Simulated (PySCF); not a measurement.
# Molecular orbitals of AgF

PBE0 at R = 1.975 Å; basis Ag cc-pVDZ-PP with ECP28, F cc-pVDZ; scalar-relativistic core potentials; PySCF 2.14. State: ¹Σ⁺ (singlet), closed shell. Only the outer orbitals are listed, counted within each symmetry, core potentials removing the inner ones.

```
orbital  occ.  ε (eV)  on Ag (%)           main shells (%)
     5σ     2  -10.97         62           61 Ag d, 36 F p
     2π     2  -10.31         84           84 Ag d, 16 F p
     2π     2  -10.31         84           84 Ag d, 16 F p
     1δ     2   -9.87        100                  100 Ag d
     1δ     2   -9.87        100                  100 Ag d
     3π     2   -7.77         20           80 F p, 16 Ag d
     3π     2   -7.77         20           80 F p, 16 Ag d
     6σ     2   -7.71         53  47 F p, 33 Ag d, 18 Ag s
     7σ     0   -3.12         91   71 Ag s, 18 Ag p, 9 F p
     4π     0    0.20         98                   97 Ag p
     4π     0    0.20         98                   97 Ag p
```

Q: Which are the highest filled and the lowest empty level, where do they sit, and how wide is the gap?

A: Highest filled 6σ at -7.71 eV (in %: 47 F p, 33 Ag d, 18 Ag s); lowest empty 7σ at -3.12 eV (in %: 71 Ag s, 18 Ag p, 9 F p); the gap at PBE0 is 4.59 eV.

The bond order (Mayer) is 0.93. The ⟨S²⟩ is 0.000 and the charge on Ag (Mulliken, basis-dependent) is 0.46. The charge on Ag (Löwdin, basis-dependent) is 0.34, the dipole moment (positive dipole means Ag(−)F(+)) is -5.21 D and the polarisability along the bond is 25.1 bohr³. The polarisability across the bond is 20.1 bohr³.

Spin–orbit coupling is left out.
